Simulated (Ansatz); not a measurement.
Total energies of Pb₄O₃ from Ansatz at PBE0-D4/def2-SVP, gas phase (1 Eh = 27.2114 eV = 2625.5 kJ/mol). The reference geometry is relaxed at PBE-D4/def2-SVP.

```csv
atom,x (Å),y (Å),z (Å)
Pb1,0.0483,-2.1537,-0.2182
Pb2,0.5151,0.7107,1.6579
Pb3,-2.0110,0.4223,-0.6826
Pb4,1.1427,0.6000,-1.7386
O5,-1.1673,-0.7354,1.0968
O6,-0.1866,1.7323,-0.2658
O7,1.6588,-0.5762,0.1504
```

```
                 state   geometry  energy (Eh)
      charge 0 singlet  reference   -996.94746
     charge -1 doublet  reference   -996.95480
free Pb atom (triplet)          –   -192.83297
 free O atom (triplet)          –    -74.92490
```

In the def2 sets Pb takes a core potential; there is no spin–orbit coupling.

Q: Work out the vertical electron affinity, to the doublet.

A: E(charge 0 singlet) − E(charge -1 doublet) = -996.94746 − (-996.95480) = 0.00734 Eh = 0.20 eV. The basis lacks diffuse functions, which makes affinities too small.

Q: What is the binding energy per atom against free atoms?

A: Atoms: 4 × (-192.83297) + 3 × (-74.92490) = -996.10658 Eh. Binding: -996.10658 − (-996.94746) = 0.84088 Eh = 22.88 eV, or 3.27 eV for each of 7 atoms (no zero-point energy, no counterpoise term).

The restricted singlet is unstable towards broken spin symmetry in Hartree–Fock (as tested in another run); at PBE0-D4/def2-SVP this wasn't settled. At PBE0-D4/def2-SVP the highest occupied level of the charge -1 doublet lies above zero (up to 1.17 eV). By energy differences its removal costs 0.20 eV (vertical, to the charge 0 singlet, at PBE0-D4/def2-SVP); self-interaction error and the lack of diffuse functions both raise the level. 

The structure comes from a short search, and lower isomers may exist.
